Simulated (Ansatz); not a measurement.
Cost and result up the ladder for the cluster Ta₄Si₃ (7 atoms). Total charge 0; singlet. Geometry: PBE-D4/def2-SVP.

```
atom    x (Å)    y (Å)    z (Å)
 Ta1   1.1322  -0.5266   1.9753
 Ta2   2.5570   0.5018   0.0986
 Ta3   0.5134  -1.0045  -0.6252
 Ta4   0.0343   1.2646   0.2507
 Si5  -2.2549  -0.1577  -0.8128
 Si6  -1.2764  -0.7904   1.3474
 Si7  -0.7056   0.7128  -2.2341
```

Ansatz on 4 threads of Arm Neoverse V2 on a shared host. Times are rough, and most runs start from the orbitals of an earlier one. No level here is sound enough to serve as a yardstick. Binding counts from free atoms at the same level (Ta quartet, Si triplet; other spins of the atoms weren't run), without zero-point energy or a counterpoise term.

In the def2 sets Ta takes a core potential; there is no spin–orbit coupling. LC-ωPBE has ω = 0.4 bohr⁻¹. HSE06 is defined as in plane-wave codes, on full-range PBE exchange. No other spin state of charge 0 was run. Another isomer (triplet) lies 1.49 eV lower at PBE0-D4/def2-TZVP; other spin states weren't run for this one.

Run but left out: CCSD(T)/def2-SVP (restricted singlet, unstable towards broken spin symmetry).

| level | functions | wall time |
| --- | --- | --- |
| PBE-D4/def2-TZVP (with forces) | 271 | 9.5 s |
| HSE06-D4/def2-TZVP | 271 | 17 s |
| r2SCAN-D4/def2-TZVP | 271 | 20 s |
| PBE0-D4/def2-TZVP | 271 | 38 s |
| LC-ωPBE/def2-TZVP | 271 | 46 s |

Q: Estimate what each level gives for the binding energy per atom (eV).

A: 
```tsv
level	binding energy per atom (eV)	remarks
PBE-D4/def2-TZVP (with forces)	4.39	restricted SCF unstable in HF
HSE06-D4/def2-TZVP	3.96	restricted SCF unstable in HF
r2SCAN-D4/def2-TZVP	4.05	restricted SCF unstable in HF
PBE0-D4/def2-TZVP	3.93	restricted SCF unstable in HF
LC-ωPBE/def2-TZVP	3.36	restricted SCF unstable in HF
```
